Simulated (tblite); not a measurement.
Computed values, GFN2-xTB/tblite, gas phase, harmonic and unscaled. Errors from tens to a few hundred cm⁻¹ against measured bands are possible. Modes of hydrogen on silicon can be 10 to 20 % off. One conformer each. Thermal functions are those of the rigid rotor and harmonic oscillator, without mixing of conformers.

Task: Order these by their heat capacity Cp at 298.15 K, highest first (J/(mol K)).
A. `CO[C@H](CF)[SiH2]F`
B. `FC(F)O[C@H]1CC[SiH2]C1`
C. `CC[SiH2]OC(C)=S`
D. `CC(C)[Si@H]1C[SiH2]C1=O`
E. `C1=C[Si@@H](NC2CC2)[SiH2]C1`
F. `CCO[C@H]1C=C[SiH2][SiH2]1`

Result: E (191.4), D (187.7), F (180.7), B (162.5), C (155.9), A (143.8).

| SMILES | atoms | mass (u) | symmetry number | modes under 300 cm⁻¹ | ZPE (kJ/mol) | S translation (J/(mol K)) | S rotation | S vibration | S | Cp |
| --- | --- | --- | --- | --- | --- | --- | --- | --- | --- | --- |
| C1=C[Si@@H](NC2CC2)[SiH2]C1 | 22 | 155.06 | 1 | 6 | 448.5 | 171.8 | 126.0 | 147.6 | 445.3 | 191.4 |
| CC(C)[Si@H]1C[SiH2]C1=O | 20 | 144.04 | 1 | 8 | 400.0 | 170.8 | 123.7 | 146.2 | 440.8 | 187.7 |
| CCO[C@H]1C=C[SiH2][SiH2]1 | 20 | 144.04 | 1 | 8 | 394.0 | 170.8 | 124.2 | 133.0 | 428.1 | 180.7 |
| FC(F)O[C@H]1CC[SiH2]C1 | 19 | 152.05 | 1 | 5 | 374.1 | 171.5 | 123.9 | 117.6 | 413.0 | 162.5 |
| CC[SiH2]OC(C)=S | 17 | 134.02 | 1 | 8 | 339.8 | 169.9 | 122.9 | 139.3 | 432.1 | 155.9 |
| CO[C@H](CF)[SiH2]F | 15 | 126.03 | 1 | 7 | 280.1 | 169.2 | 120.4 | 117.0 | 406.6 | 143.8 |

Entropies and Cp are for 298.15 K and 1 bar.
